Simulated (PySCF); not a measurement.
Simulation results for GeH4N2O, CH5BGeSi, BGeH4O, CH5GeN and others

Calculation on a computer-drawn molecule: the log of a Hartree-Fock and frozen-core CCSD(T) single point meant for a local Hartree-Fock minimum, with one planted fault or none, to be diagnosed. Offsets are logged minus clean, where the clean run is the same molecule without the fault. The reference is restricted for singlets and unrestricted otherwise, and also for a bond in bohr or an excited solution. Adding or removing an electron swaps singlet and doublet. The excited solution moves the top pair (singlet) or top alpha electron (doublet) to the lowest empty orbital. Highest occupied and lowest empty are orbital energies over both spins, largest force is the largest gradient component, triples share is (T) over the correlation energy, the T1 limit is 0.02 restricted and 0.045 unrestricted, electrons count all cores, a negative frequency is imaginary (commonest isotopes), and the dipole is about the centre of nuclear charge; on germanium a core potential holds 10 electrons, which the energies leave out, and 3d is frozen in MP2 and coupled-cluster steps. Program: PySCF 2.14.0.

Common to all runs: meant charge 0; meant basis and core potential on germanium cc-pVDZ-PP ECP10MDF; logged SCF converged yes; possible faults no fault, one electron removed, one electron added, multiplicity raised by two, geometry at a saddle point, SCF held on an excited solution, minimal basis STO-3G, one bond length entered in bohr, all coordinates scaled.

(1) GeH4N2O

Logged structure:
```xyz
8
GeH4N2O
N      0.8897    -0.0600    -3.5050
Ge     0.3538     0.7745    -2.2802
N     -1.0952     0.4339    -1.4990
O      1.0405     2.0561    -1.5005
H      1.7604     0.2105    -3.7705
H     -1.6556    -0.1979    -1.9193
H     -1.5971     1.1420    -1.1316
H      0.6859     2.2754    -0.7140
```

- meant multiplicity: 1
- meant basis: cc-pVDZ
- logged electrons: 58
- logged basis functions: 85
- logged spin squared: 0
- logged highest occupied: -9.5901 eV
- logged lowest empty: 3.8243 eV
- logged largest force: 0.070713 hartree/bohr
- logged T1 diagnostic: 0.013963
- logged D1 diagnostic: 0.047942
- logged triples share: 0.026054
- logged CC converged: yes
- logged dipole magnitude: 4.3446 debye
- logged SCF stable within its kind: yes
- logged energy HF: -479.41256 hartree
- logged energy CCSD(T): -480.05518 hartree
- planted fault: all coordinates scaled, by -6.0 %
- HF energy offset from clean run: 25.59 kcal/mol
- CCSD(T) energy offset from clean run: 39.03 kcal/mol

Drawn bonds:
| atom | other atom | order |
| --- | --- | --- |
| 1 | 2 | 2 |
| 2 | 3 | 1 |
| 2 | 4 | 1 |
| 1 | 5 | 1 |
| 3 | 6 | 1 |
| 3 | 7 | 1 |
| 4 | 8 | 1 |

(2) CH5BGeSi

Logged structure:
```xyz
9
CH5BGeSi
B     -1.8894    -1.2412    -0.9094
Ge    -2.6131    -1.2365     1.0220
Si    -0.5199    -2.4360     1.4636
C      0.9986    -1.8787     0.9155
H     -1.1280    -0.4049    -1.3123
H     -2.2528    -2.0999    -1.6686
H     -0.5618    -3.6684     2.2813
H      1.9354    -2.3443     1.2060
H      1.1002    -0.9923     0.2993
```

- meant multiplicity: 1
- meant basis: cc-pV(D+d)Z
- logged electrons: 61
- logged basis functions: 99
- logged spin squared: 0.9108
- logged highest occupied: -13.832 eV
- logged lowest empty: -6.0578 eV
- logged largest force: 0.062637 hartree/bohr
- logged T1 diagnostic: 0.044887
- logged D1 diagnostic: 0.21162
- logged triples share: 0.034783
- logged CC converged: yes
- logged dipole magnitude: 3.9027 debye
- logged SCF stable within its kind: yes
- logged energy HF: -647.42372 hartree
- logged energy CCSD(T): -647.84642 hartree
- planted fault: one electron removed
- HF energy offset from clean run: 156.5 kcal/mol
- CCSD(T) energy offset from clean run: 187 kcal/mol

Drawn bonds:
| atom | other atom | order |
| --- | --- | --- |
| 1 | 2 | 1 |
| 2 | 3 | 1 |
| 3 | 4 | 2 |
| 1 | 5 | 1 |
| 1 | 6 | 1 |
| 3 | 7 | 1 |
| 4 | 8 | 1 |
| 4 | 9 | 1 |

(3) BGeH4O

Logged structure:
```xyz
7
BGeH4O
B     -0.3358    -2.0351     0.9485
Ge    -1.9358    -0.9787     0.1769
O     -1.7472    -0.4943    -1.5372
H      0.7962    -2.2456     0.6306
H     -3.2084    -1.8188     0.1670
H     -2.1324     0.2790     1.0371
H     -0.9354    -0.0530    -1.7402
```

- meant multiplicity: 2
- meant basis: cc-pVDZ
- logged electrons: 49
- logged basis functions: 71
- logged spin squared: 0.7829
- logged highest occupied: -8.2895 eV
- logged lowest empty: 0.046172 eV
- logged largest force: 0.040962 hartree/bohr
- logged dipole magnitude: 1.9951 debye
- logged SCF stable within its kind: no
- logged energy HF: -395.14979 hartree
- planted fault: SCF held on an excited solution
- HF energy offset from clean run: 21.07 kcal/mol

Drawn bonds:
| atom | other atom | order |
| --- | --- | --- |
| 1 | 2 | 1 |
| 2 | 3 | 1 |
| 1 | 4 | 1 |
| 2 | 5 | 1 |
| 2 | 6 | 1 |
| 3 | 7 | 1 |

Notes: coupled-cluster numbers left out as unreliable.

(4) CH5GeN

Logged structure:
```xyz
8
CH5GeN
N     -0.6528     0.3827    -2.5021
C      0.2008     0.3288    -1.4222
Ge     2.1884    -0.4974    -1.3885
H     -0.4318    -0.1789    -3.3783
H     -1.5388     0.9695    -2.5183
H     -0.1689     0.9740    -0.5352
H      1.8000    -1.7287    -2.4628
H      1.9053    -1.3019     0.0461
```

* meant multiplicity: 1
* meant basis: cc-pVDZ
* logged electrons: 50
* logged basis functions: 76
* logged spin squared: 0
* logged highest occupied: -7.3844 eV
* logged lowest empty: 2.0711 eV
* logged largest force: 0.046802 hartree/bohr
* logged T1 diagnostic: 0.027456
* logged D1 diagnostic: 0.10532
* logged triples share: 0.035323
* logged CC converged: yes
* logged dipole magnitude: 6.5098 debye
* logged SCF stable within its kind: yes
* logged energy HF: -388.51947 hartree
* logged energy CCSD(T): -388.98188 hartree
* planted fault: all coordinates scaled, by +6.1 %
* HF energy offset from clean run: 14.14 kcal/mol
* CCSD(T) energy offset from clean run: 8.168 kcal/mol

Drawn bonds:
| atom | other atom | order |
| --- | --- | --- |
| 1 | 2 | 1 |
| 2 | 3 | 2 |
| 1 | 4 | 1 |
| 1 | 5 | 1 |
| 2 | 6 | 1 |
| 3 | 7 | 1 |
| 3 | 8 | 1 |

Notes: T1 above single-reference limit.

(5) CH8BGeN

Logged structure:
```xyz
12
CH8BGeN
B     -3.1322    -1.2384    -0.4829
N     -1.7637    -1.1370    -0.6918
C     -0.4256     0.8668    -2.0054
Ge     0.7560     1.9100    -0.8072
H     -3.5589    -2.1826     0.1258
H     -3.8641    -0.3861    -0.9112
H     -1.1678    -1.8536    -0.3276
H     -1.1564     1.5446    -2.4453
H      0.1683     0.4608    -2.8292
H      1.7211     0.9540    -0.0908
H     -0.0836     2.6445     0.2428
H      1.5722     2.9276    -1.6154
```

* meant multiplicity: 1
* meant basis: cc-pVDZ
* logged electrons: 58
* logged basis functions: 105
* logged spin squared: 0.9518
* logged highest occupied: -11.03 eV
* logged lowest empty: 2.0059 eV
* logged largest force: 0.032022 hartree/bohr
* logged T1 diagnostic: 0.030361
* logged D1 diagnostic: 0.16315
* logged triples share: 0.029143
* logged CC converged: yes
* logged dipole magnitude: 1.3464 debye
* logged SCF stable within its kind: yes
* logged energy HF: -414.9219 hartree
* logged energy CCSD(T): -415.46923 hartree
* planted fault: one bond length entered in bohr, row 2 of the drawn bonds
* HF energy offset from clean run: 82.67 kcal/mol
* CCSD(T) energy offset from clean run: 102.6 kcal/mol

Drawn bonds:
| atom | other atom | order |
| --- | --- | --- |
| 1 | 2 | 1 |
| 2 | 3 | 1 |
| 3 | 4 | 1 |
| 1 | 5 | 1 |
| 1 | 6 | 1 |
| 2 | 7 | 1 |
| 3 | 8 | 1 |
| 3 | 9 | 1 |
| 4 | 10 | 1 |
| 4 | 11 | 1 |
| 4 | 12 | 1 |
